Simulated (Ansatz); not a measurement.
`[F][Ge]([F])([F])[SiH3]` and `[F][Ge]([F])([F])[Cl]` differ in one atom or group.

Ansatz, PBE0-D4/def2-TZVP geometries, multiplicity 1. 

Scalar relativity is left out up to krypton.

```json
{"property": "HOMO energy (PBE/def2-TZVPP) / eV", "`[F][Ge]([F])([F])[SiH3]`": "-8.33"}
{"property": "HOMO energy (ωB97M-V/def2-TZVPP) / eV", "`[F][Ge]([F])([F])[SiH3]`": "-11.82"}
{"property": "size of the dipole moment (B3LYP/def2-TZVPP) / D", "`[F][Ge]([F])([F])[SiH3]`": "4.13"}
{"property": "zero-point energy (PBE0-D4/def2-TZVP) / kJ/mol", "`[F][Ge]([F])([F])[SiH3]`": "84.5"}
{"property": "HOMO–LUMO gap (ωB97M-V/def2-TZVPP) / eV", "`[F][Ge]([F])([F])[SiH3]`": "12.93"}
{"property": "HOMO energy (PBE0/def2-TZVPP) / eV", "`[F][Ge]([F])([F])[SiH3]`": "-9.72"}
```

Question: What does the change do to each property? (An estimate is asked.)

Answer: The calculation gave: 
```json
{"property": "HOMO energy (PBE/def2-TZVPP) / eV", "`[F][Ge]([F])([F])[Cl]`": "-9.09", "shift": "-0.76"}
{"property": "HOMO energy (ωB97M-V/def2-TZVPP) / eV", "`[F][Ge]([F])([F])[Cl]`": "-12.97", "shift": "-1.15"}
{"property": "size of the dipole moment (B3LYP/def2-TZVPP) / D", "`[F][Ge]([F])([F])[Cl]`": "1.26", "shift": "-2.87"}
{"property": "zero-point energy (PBE0-D4/def2-TZVP) / kJ/mol", "`[F][Ge]([F])([F])[Cl]`": "23.2", "shift": "-61.3"}
{"property": "HOMO–LUMO gap (ωB97M-V/def2-TZVPP) / eV", "`[F][Ge]([F])([F])[Cl]`": "13.39", "shift": "0.46"}
{"property": "HOMO energy (PBE0/def2-TZVPP) / eV", "`[F][Ge]([F])([F])[Cl]`": "-10.66", "shift": "-0.94"}
```

With PBE0 the HOMO falls by 0.94 eV and the LUMO falls by 1.03 eV, so the gap narrows by about 0.09 eV. PBE moves the HOMO by -0.76 eV and ωB97M-V by -1.15 eV. The zero-point energy changes by -61.3 kJ/mol with -9 modes. Dipoles are sizes alone; their direction can turn.

B3LYP here is the variant with VWN-RPA as its local correlation; programs differ in this.
